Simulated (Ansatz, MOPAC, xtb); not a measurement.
The molecule LiF-, multiplicity 2 (lowest of 2S+1 = 2, 4 at CCSD(T)/def2-TZVPP on PBE0 minima; our sources give no spin for the ground state, which may be another).

The constants come from a fifth-degree fit in 1/R (seven points, main isotopes). Runs in def2 and cc sets follow the lowest solution found near the PBE0 minimum.

The values were computed with Ansatz (Gaussian orbitals); MOPAC for AM1, PM3 (differences of heats of formation); xtb for the GFN methods.  The GFN methods have no spin term and hold the electronic entropy of 300 K.

```csv
level,r_e (Å),ω_e (cm⁻¹),ω_e x_e (cm⁻¹),B_e (cm⁻¹)
AM1,1.684,857,5.8,1.16
PM3,1.577,991,12,1.32
GFN1-xTB,1.676,538,12,1.17
SVWN5/def2-TZVPP,1.614,792,9.0,1.26
PBE/def2-TZVPP,1.643,754,8.7,1.22
r2SCAN/def2-TZVPP,1.639,761,8.9,1.22
B97M-V/def2-TZVPP,1.620,783,9.5,1.25
B3LYP/def2-TZVPP,1.632,770,8.5,1.23
PBE0/def2-TZVPP,1.631,773,8.9,1.24
BHLYP/def2-TZVPP,1.618,794,8.9,1.26
CAM-B3LYP/def2-TZVPP,1.625,783,8.7,1.25
wB97X-V/def2-TZVPP,1.642,761,8.5,1.22
wB97M-V/def2-TZVPP,1.635,766,8.8,1.23
B2PLYP/def2-TZVPP,1.633,772,8.5,1.23
CCSD/aug-cc-pVTZ,1.637,775,9.1,1.23
CCSD/def2-TZVPP,1.636,773,8.5,1.23
CCSD/aug-cc-pVQZ,1.626,787,9.3,1.24
CCSD/def2-QZVPP,1.629,776,8.7,1.24
CCSD(T)/aug-cc-pVTZ,1.643,765,9.0,1.22
CCSD(T)/def2-TZVPP,1.638,770,8.5,1.23
CCSD(T)/aug-cc-pVQZ,1.631,776,9.3,1.24
CCSD(T)/def2-QZVPP,1.633,769,8.7,1.23
"CCSD(T)/CBS(aug-cc-pVTZ, aug-cc-pVQZ)",1.631,777,9.2,1.24
```

Correlated levels freeze the inner cores; with def2 sets outer-core shells near the valence are correlated too. CBS: X⁻³ extrapolation of the correlation energy, Hartree–Fock from the larger set. The state that AM1, PM3 reach isn't checked.

Ansatz is a first-principles code.
